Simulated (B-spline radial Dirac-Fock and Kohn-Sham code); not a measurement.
**The Cu-like isoelectronic sequence (29 electrons), Z = 29 to 45**

The computed values come from a radial finite-basis atomic code: Dirac-Fock (average of configuration) total-energy differences with a finite nucleus, the Breit interaction including its frequency dependence, and self-energy and vacuum-polarisation corrections. Binding energies in eV, tabulated ground configurations ([Ar] 3d10 4s1 throughout). Correlation energy is missing from these numbers.

```
  ion      2s   2p1/2  3p1/2  outermost level  NIST ionisation energy
   Cu  1106.3   958.9  85.64        6.56 (4s)                 7.72638
  Zn⁺  1216.8  1062.4  110.6       16.83 (4s)                17.96439
 Ga²⁺  1335.9  1174.5  140.0       29.61 (4s)                30.72576
 Ge³⁺  1463.3  1294.7  173.3       44.60 (4s)                 45.7155
 As⁴⁺  1598.7  1422.9  210.3       61.66 (4s)            62.77 ± 0.06
 Se⁵⁺  1741.9  1558.8  250.8       80.72 (4s)            81.83 ± 0.03
 Br⁶⁺  1893.0  1702.5  294.8       101.7 (4s)           103.03 ± 0.19
 Kr⁷⁺  2051.8  1853.9  342.2       124.6 (4s)                 125.802
 Rb⁸⁺  2218.4  2013.0  392.9       149.4 (4s)         150.628 ± 0.025
 Sr⁹⁺  2392.8  2179.7  447.0       176.1 (4s)            177.3 ± 0.06
Zr¹¹⁺  2765.0  2536.4  565.1       235.0 (4s)         236.252 ± 0.025
Nb¹²⁺  2962.9  2726.4  629.2       267.2 (4s)           268.59 ± 0.04
Mo¹³⁺  3168.6  2924.2  696.6       301.3 (4s)            302.6 ± 0.04
Tc¹⁴⁺       ?       ?      ?                ?                       ?
Ru¹⁵⁺  3604.0  3343.4  841.5       375.1 (4s)            376.25 ± 0.1
Rh¹⁶⁺  3833.7  3565.0  919.0       414.7 (4s)           415.97 ± 0.14
```

Question: Fill in the row of Tc¹⁴⁺.

Answer: 2s 3382.3, 2p1/2 3129.9, 3p1/2 767.4, outermost 337.3 (4s), NIST 338.55 ± 0.17 eV.

NIST's values are for the lowest levels; a dash marks a value that is missing or belongs to another shell. Their kind here: measured, semi-empirical.
